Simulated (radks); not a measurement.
The numbers below are computed, except where a source is named.
Q: Neutral holmium, 67 electrons, occupied as [Xe] 4f11 6s1 6d1 (not the ground configuration). Code: a radial shooting solver on a logarithmic mesh with Libxc functionals. Model: scalar-relativistic Kohn-Sham, BLYP, spin-polarised, spherical densities, point nucleus; open shells are filled with parallel spins first (spin-orbit coupling, left out, can overturn this in heavy ions). Some entries of the table are withheld. Estimate them.

| orbital | occ. | eigenvalue (hartree) | r(max) (bohr) | <1/r> (bohr^-1) |
|---|---|---|---|---|
| 1s up | 1 | -2039.987 | 0.01311 | 76.07 |
| 1s down | 1 | -2039.987 | 0.01311 | 76.07 |
| 2s up | 1 | -341.3280 | 0.07461 | 17.69 |
| 2s down | 1 | -341.3266 | 0.07461 | 17.69 |
| 2p up | 3 | -302.3916 | 0.06060 | 16.38 |
| 2p down | 3 | -302.3906 | 0.06060 | 16.38 |
| 3s up | 1 | -76.34524 | 0.2112 | 6.515 |
| 3s down | 1 | -76.30052 | 0.2112 | 6.518 |
| 3p up | 3 | -64.45019 | 0.2077 | 6.096 |
| 3p down | 3 | -64.40559 | 0.2077 | 6.099 |
| 3d up | 5 | -49.35798 | 0.1696 | 5.781 |
| 3d down | 5 | -49.32375 | 0.1695 | 5.784 |
| 4s up | 1 | -15.21951 | 0.4837 | 2.751 |
| 4s down | 1 | -15.12128 | 0.4836 | 2.750 |
| 4p up | 3 | -11.30524 | 0.5054 | 2.519 |
| 4p down | 3 | -11.20850 | 0.5053 | 2.518 |
| 4d up | 5 | -6.02122 | 0.5228 | 2.223 |
| 4d down | 5 | -5.92639 | 0.5227 | 2.221 |
| 5s up | 1 | -2.00858 | 1.132 | (1) |
| 5s down | 1 | -1.96062 | 1.137 | (2) |
| 5p up | 3 | -1.10187 | 1.295 | 0.8619 |
| 5p down | 3 | -1.06553 | 1.304 | 0.8540 |
| 4f up | 7 | -0.28549 | 0.5228 | 1.610 |
| 6s up | 1 | -0.24689 | 3.181 | 0.3434 |
| 4f down | 4 | -0.20322 | 0.5242 | 1.583 |
| 6d up | 1 | -0.02363 | 10.46 | 0.1045 |

A: 
(1) 5s up <1/r> (bohr^-1): 1.042
(2) 5s down <1/r> (bohr^-1): 1.034
